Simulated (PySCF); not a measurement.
A PySCF script (with the pyscf-properties extension) for the NMR shieldings of C$_{4}$H$_{11}$BO$_{2}$, on a GFN2-xTB geometry:

```python
import basis_set_exchange as bse
import numpy as np
from pyscf import gto, dft
from pyscf.prop import nmr

atoms = """
O     2.072943    1.398589    0.564227
B     2.199023    0.584659   -0.533550
O     0.401013   -0.218354   -0.667270
C    -0.591497    0.807351   -0.678391
C    -1.811328    0.264568    0.086978
C    -1.425538   -1.186427    0.389251
C     0.097401   -1.099346    0.399857
H     2.300374    0.982680    1.394917
H     2.146337    1.149661   -1.564204
H     2.800007   -0.434131   -0.454060
H    -0.807135    1.022795   -1.726755
H    -0.182465    1.706028   -0.206065
H    -1.957482    0.821012    1.012388
H    -2.723163    0.332938   -0.501889
H    -1.751833   -1.845789   -0.415163
H    -1.830751   -1.548244    1.331233
H     0.452436   -0.686920    1.354469
H     0.602899   -2.044753    0.202369
"""
names = dict.fromkeys(["O", "B", "C", "H"], "pcSseg-1")
basis = {el: gto.basis.parse(bse.get_basis(n, elements=[el], fmt="nwchem")) for el, n in names.items()}
mol = gto.M(atom=atoms, basis=basis, charge=0, verbose=0)
mf = dft.RKS(mol, xc="PBE0")
mf.grids.level = 2
mf.grids.alignment = dft.numint.BLKSIZE   # the property module wants whole blocks of grid points
mf.conv_tol = 1e-9
mf.kernel()

calc = nmr.RKS(mf)   # GIAO
C = mf.mo_coeff
Co = C[:, mf.mo_occ > 0]
resp = mf.gen_response(singlet=True, hermi=2)
def vind(x):   # induced exchange potential for any number of trial vectors
    d = np.einsum("pi,xij,qj->xpq", C, 2 * x.reshape(-1, C.shape[1], Co.shape[1]), Co, optimize=True)
    return np.einsum("xpq,pi,qj->xij", resp(d - d.transpose(0, 2, 1)), C, Co, optimize=True).ravel()
mo1, _ = nmr.rhf.solve_mo1(calc, with_cphf=vind)
sigma = calc.kernel(mo1)
for i, s in enumerate(sigma):   # ppm
    print("%2d %-2s %9.2f" % (i, mol.atom_pure_symbol(i), np.trace(s) / 3))
```

**Question.** Give the expected output.

**Answer.** 
```
 0 O     240.98
 1 B      78.20
 2 O     259.28
 3 C     119.23
 4 C     159.68
 5 C     157.09
 6 C     116.56
 7 H      28.57
 8 H      27.77
 9 H      27.56
10 H      27.80
11 H      27.09
12 H      29.87
13 H      29.69
14 H      29.77
15 H      29.90
16 H      28.49
17 H      27.80
```

These numbers come from an equivalent density-fitted implementation of the same equations, which agrees with the script to about 0.01 ppm for H and up to a few tenths of a ppm for heavy atoms, so last digits may differ.

Size and cost of the density-fitted run: 174 basis functions, 86 s wall time on 1 thread of an Intel Xeon, shared host; peak memory 0.88 GiB.
